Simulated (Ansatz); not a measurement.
Basis-set extrapolation for C2H6FNSi, SMILES `C[C@@H]1N[Si@@H]1F` (PBE0-D4/def2-TZVP geometry, frozen core, Ansatz 0.2.0). Multiplicity 1, RHF reference.

```csv
,def2-TZVPP,def2-QZVPP
HF,-522.192424,-522.213127
MP2 correlation,-0.918182,-0.988378
CCSD(T) correlation,-0.987486,not run
```

Energies in hartree. Use E(X) = E(∞) + A·exp(−7.88·√X) for Hartree–Fock and E(X) = E(∞) + B·X^(−2.97) for correlation, with X = 3 and 4, and add CCSD(T) minus MP2 of the smaller set to the MP2 limit.

**Question.** What is the CCSD(T) energy at the basis-set limit?

**Answer.** HF limit: -522.213127 + (-0.020703) × 0.13774 = -522.21598. MP2 limit: -0.988378 + (-0.070196) × 0.74074 = -1.04037. Higher-order term: -0.987486 − (-0.918182) = -0.06930. Total: -523.32565 hartree, 382.6 kJ/mol below CCSD(T)/def2-TZVPP.
